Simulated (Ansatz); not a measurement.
Consider the redistribution: `CC(C)O[Si]OC(C)C` + `[MgH2]` → `CC(C)O[SiH]` + `CC(C)[O][MgH]`.

Isolated molecules relaxed with PBE0-D4/def2-TZVP in Ansatz; ΔE leaves out vibrations. CCSD(T)/CBS is the MP2 limit (def2-TZVPP, def2-QZVPP) plus CCSD(T) − MP2 in def2-TZVPP, frozen cores. DFT in def2-TZVPP. HSE06 is defined as in plane-wave codes. For Mg outer-core shells are correlated without core-valence functions, which leaves a few kJ/mol of doubt a bond. Each species was taken in one conformer, which may not be the lowest.

(1) Is it downhill or uphill in electronic energy at CCSD(T)/CBS, and by how much? (Estimate.)

(2) What do these levels give: PBE0-D4, r2SCANh-D4, B2PLYP, revPBE, PBE0, r2SCANh, HSE06, CAM-B3LYP, HF/def2-SVP, MP2/def2-SVP, CCSD(T)/def2-SVP, HF/CBS(def2)? (Best estimate.)

Largest T1 diagnostic among the species: 0.014.

Answers

(1) Computed: Uphill: ΔE = +0.22 eV.

(2) Ansatz gave: PBE0-D4 0.37, r2SCANh-D4 0.34, B2PLYP 0.26, revPBE 0.18, PBE0 0.27, r2SCANh 0.29, HSE06 0.27, CAM-B3LYP 0.29, HF/def2-SVP 0.00, MP2/def2-SVP 0.02, CCSD(T)/def2-SVP 0.01, HF/CBS(def2) 0.24 eV.

The D4 term adds +0.16 eV with B3LYP and +0.10 eV with PBE0; it sums over pairs of atoms, weighted by their polarisabilities, and B3LYP, whose exchange is more repulsive, gets the larger term. At CCSD(T), def2-SVP lies −0.22 eV from the extrapolated value and def2-TZVPP +0.08 eV.

B3LYP here is the variant with VWN-RPA as its local correlation; programs differ in this.
